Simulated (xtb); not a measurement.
F4MoO, triplet, at a GFN2-xTB geometry of the parent state (such geometries of metal compounds can be far from the true shape) (another spin typed on purpose, not shown lowest); GFN1-xTB run with xtb 6.7.1.

Input for xtb:
```
$ xtb mol.xyz --gfn 1 --chrg 0 --uhf 2 --json

# file mol.xyz
6

Mo     0.06147091    -0.03387881     0.05793728
O      1.14984763    -0.63372208     1.08374922
F     -1.12609422     0.62063073    -1.06136126
F      0.00314904     1.59071839     0.78506936
F      1.03705102    -0.28749738    -1.41017703
F     -1.22305687    -1.20244210     0.45276230
```

Task: Predict the main parts of the log of this xtb run.

Result: 
```
   ID    Z sym.   atoms
    1   42 Mo     1
    2    8 O      2
    3    9 F      3-6

           -------------------------------------------------
          |                Calculation Setup                |
           -------------------------------------------------

           -------------------------------------------------
          |                 G F N 1 - x T B                 |
           -------------------------------------------------

          ...................................................
          :                      SETUP                      :
          :.................................................:
          :  # basis functions                  30          :
          :  # atomic orbitals                  29          :
          :  # shells                           13          :
          :  # electrons                        40          :
          :  # halogen bonds                     0          :
          :  max. iterations                   250          :
          :  Hamiltonian                  GFN1-xTB          :
          :  restarted?                      false          :
          :  GBSA solvation                  false          :
          :  PC potential                    false          :
          :  electronic temp.          300.0000000     K    :
          :  accuracy                    1.0000000          :
          :  -> integral cutoff          0.2500000E+02      :
          :  -> integral neglect         0.1000000E-07      :
          :  -> SCF convergence          0.1000000E-05 Eh   :
          :  -> wf. convergence          0.2000000E-04 e    :
          :  Broyden damping             0.4000000          :
          :  net charge                          0          :
          :  unpaired electrons                  2          :
          ...................................................

 iter      E             dE          RMSdq      gap      omega  full diag
   1    -27.3224840 -0.273225E+02  0.877E+00    0.00       0.0  T
   2    -27.1952231  0.127261E+00  0.614E+00    0.00       1.0  T
   3    -27.1466046  0.486185E-01  0.521E+00    0.00       1.0  T
   4    -27.3598485 -0.213244E+00  0.271E+00    0.00       1.0  T
   5    -27.3594305  0.417977E-03  0.200E+00    0.00       1.0  T
   6    -27.3399072  0.195233E-01  0.217E+00    0.00       1.0  T
   7    -27.3828394 -0.429322E-01  0.121E+00    0.00       1.0  T
   8    -27.3995351 -0.166957E-01  0.432E-01    0.00       1.0  T
   9    -27.3991611  0.374014E-03  0.386E-01    0.00       1.0  T
  10    -27.3992672 -0.106137E-03  0.429E-01    0.00       1.0  T
  11    -27.4007128 -0.144560E-02  0.195E-01    0.00       1.0  T
  12    -27.4008821 -0.169297E-03  0.150E-01    0.00       1.0  T
  13    -27.4010783 -0.196155E-03  0.737E-02    0.00       1.0  T
  14    -27.4011405 -0.622405E-04  0.840E-03    0.00       4.9  T
  15    -27.4011413 -0.758286E-06  0.328E-03    0.00      12.5  T
  16    -27.4011413 -0.534514E-07  0.256E-03    0.00      16.0  T
  17    -27.4011414 -0.826532E-07  0.171E-04    0.00     239.4  T
  18    -27.4011414 -0.206576E-09  0.933E-05    0.00     437.4  T

   *** convergence criteria satisfied after 18 iterations ***

 transition dipole moment (au) for excitation:          20          21
     X       Y       Z
  -0.1195   0.0853   0.1766  total (au/Debye):    0.230   0.584
 dE (eV)             :    6.852
 oscillator strength :  0.12524E-01

         :::::::::::::::::::::::::::::::::::::::::::::::::::::
         ::                     SUMMARY                     ::
         :::::::::::::::::::::::::::::::::::::::::::::::::::::
         :: total energy             -27.327801195920 Eh    ::
         :: gradient norm              0.119157848648 Eh/a0 ::
         :: HOMO-LUMO gap              0.000000025110 eV    ::
         ::.................................................::
         :: SCC energy               -27.401141416043 Eh    ::
[...]
         :: add. restraining           0.000000000000 Eh    ::
         :: total charge              -0.000000000000 e     ::
         :::::::::::::::::::::::::::::::::::::::::::::::::::::

           -------------------------------------------------
          |                Property Printout                |
           -------------------------------------------------

    * Orbital Energies and Occupations

         #    Occupation            Energy/Eh            Energy/eV
      -------------------------------------------------------------
         1        2.0000           -0.8933921             -24.3104
       ...           ...                  ...                  ...
         9        2.0000           -0.5934500             -16.1486
        10        2.0000           -0.5934500             -16.1486
        11        2.0000           -0.5866960             -15.9648
        12        2.0000           -0.5841175             -15.8946
        13        2.0000           -0.5841175             -15.8946
        14        2.0000           -0.5744459             -15.6315
        15        2.0000           -0.5686523             -15.4738
        16        1.9976           -0.5645764             -15.3629
        17        1.9976           -0.5645764             -15.3629
        18        1.7419           -0.5598534             -15.2344
        19        1.7419           -0.5598534             -15.2344
        20        1.5210           -0.5589302             -15.2093
        21        0.5000           -0.3071308              -8.3575 (HOMO)
        22        0.5000           -0.3071308              -8.3575 (LUMO)
        23                         -0.2679422              -7.2911
        24                         -0.2679422              -7.2911
        25                         -0.1128723              -3.0714
        26                          0.0796091               2.1663
        27                          0.0796091               2.1663
        28                          0.1391634               3.7868
        29                          0.4323175              11.7640
      -------------------------------------------------------------
                  HL-Gap            0.0000000 Eh            0.0000 eV
             Fermi-level           -0.4329905 Eh          -11.7823 eV

  Mulliken/CM5 charges         n(s)   n(p)   n(d)
     1Mo    2.12531  2.90306   0.541  0.988  2.345
     2O    -0.57552 -0.84640   1.737  4.838  0.000
     3F    -0.38648 -0.51908   1.816  5.570  0.000
     4F    -0.38777 -0.51253   1.809  5.578  0.000
     5F    -0.38777 -0.51253   1.809  5.578  0.000
     6F    -0.38777 -0.51253   1.809  5.578  0.000

Wiberg/Mayer (AO) data.
largest (>0.10) Wiberg bond orders for each atom

 ---------------------------------------------------------------------------
     #   Z sym  total        # sym  WBO       # sym  WBO       # sym  WBO
 ---------------------------------------------------------------------------
     1  42 Mo   4.555 --     2 O    1.494     4 F    0.789     5 F    0.789
                             6 F    0.789     3 F    0.695
     2   8 O    1.700 --     1 Mo   1.494
     3   9 F    0.846 --     1 Mo   0.695
     4   9 F    0.886 --     1 Mo   0.789
     5   9 F    0.886 --     1 Mo   0.789
     6   9 F    0.886 --     1 Mo   0.789
 ---------------------------------------------------------------------------

Topologies differ in total number of bonds
Writing topology from bond orders to xtbtopo.mol

 dipole moment from electron density (au)
     X       Y       Z
  -0.1552   0.0855  -0.1463  total (Debye):    0.584

           -------------------------------------------------
          | TOTAL ENERGY              -27.327801195920 Eh   |
          | GRADIENT NORM               0.119157848648 Eh/α |
          | HOMO-LUMO GAP               0.000000025110 eV   |
           -------------------------------------------------

normal termination of xtb
```
